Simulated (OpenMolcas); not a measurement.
Ni2+ among 6 point charges of -1 e arranged as a trigonal antiprism (D3d), with a polar angle of 58.6° against the regular 54.74°.

```yaml
Program: OpenMolcas 26.06
Method: "SS-CASPT2, IPEA 0.25 Eh, imaginary shift 0.1 Eh (closed shells correlated: 3s 3p)"
Basis: ANO-RCC-VDZP [5s4p2d1f]
Scalar_Hamiltonian: DKH2, point nucleus
Active_space: 8 electrons in 5 orbitals (3d)
State_averaging: 2S+1 = 3 even, 10 roots; 2S+1 = 1 even, 15 roots
Spin-orbit_coupling: state interaction with AMFI integrals over the reference wave functions
```

All point charges move together. At R = 1.68 Å the first state of the same spin is 3660 cm-1, and at R = 1.78 Å it is 2650 cm-1.

Question: A third run gives 2010 cm-1. What distance was it run at?

Answer: With a power law R^-n the two known points give n = -ln(2650 / 3660) / ln(1.78 / 1.68) = 5.58. Then R = 1.68 × (3660 / 2010)^(1/5.58) = 1.870 Å. The run was at 1.86 Å, so the estimate is off by +0.010 Å.

Roots that are degenerate in the reference are averaged as groups; the widest CASPT2 spread within a group is 45 cm-1 (the 2-fold group of multiplicity 1 near 29400 cm-1 above the lowest state of its run, R = 1.86). Shifts and gaps below about the spread of the groups concerned are not significant. Free-ion shares, where given, are those of the reference states; single-state CASPT2 does not remix them. Point charges carry no covalency, so the field is a model and not that of real ligands. No measured value stands beside these numbers.
